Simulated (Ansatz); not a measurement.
Ag4H4, relaxed as a singlet with RKS r2SCAN-D4/def2-SVP in Ansatz, starting from the GFN1-xTB geometry. Force threshold 0.02 eV/Å.

In the def2 sets Ag takes a core potential; there is no spin–orbit coupling. The relaxation made no stability test and no search for a lower SCF solution. No other spin state of charge 0 was run. Another isomer (singlet) lies 1.94 eV lower at PBE0-D4/def2-TZVP; other spin states weren't run for this one.

Start:

```tsv
atom	x (Å)	y (Å)	z (Å)
Ag1	-0.7505	0.1183	1.8806
Ag2	-1.4829	0.0351	-0.7910
Ag3	0.6640	-1.5392	0.1591
Ag4	0.9159	1.2490	0.0276
H5	-2.2055	1.3448	-0.4002
H6	1.7457	1.6507	-1.2312
H7	-0.5780	-1.3712	-0.9587
H8	1.6912	-1.4875	1.3137
```

Estimate the energy that the relaxation releases and the steps that it takes.

1.22 eV, in 9 steps; 37 s on 4 threads of Arm Neoverse V1 on a shared host. No frequencies were taken in this run, so the end may be a saddle point.

Does the start keep its bonding and symmetry?

Bonds formed: Ag1–H5, Ag1–H8 (atoms count from 1). Point group Cs at the start, Cs at the end, both within 0.05 Å.

Predict the relaxed structure.


Cartesian coordinates in Å:
```
Ag -0.535 0.274 1.652
Ag -1.524 -0.152 -0.841
Ag 0.532 -1.665 0.077
Ag 1.027 1.041 -0.553
H -1.861 0.963 0.588
H 2.061 2.080 -1.250
H -0.510 -1.569 -1.433
H 0.809 -0.971 1.760
```
Bond lengths (bridged metal pairs left out): 3 × Ag–Ag 2.81 to 2.83 Å; 7 × Ag–H 1.62 to 1.84 Å.
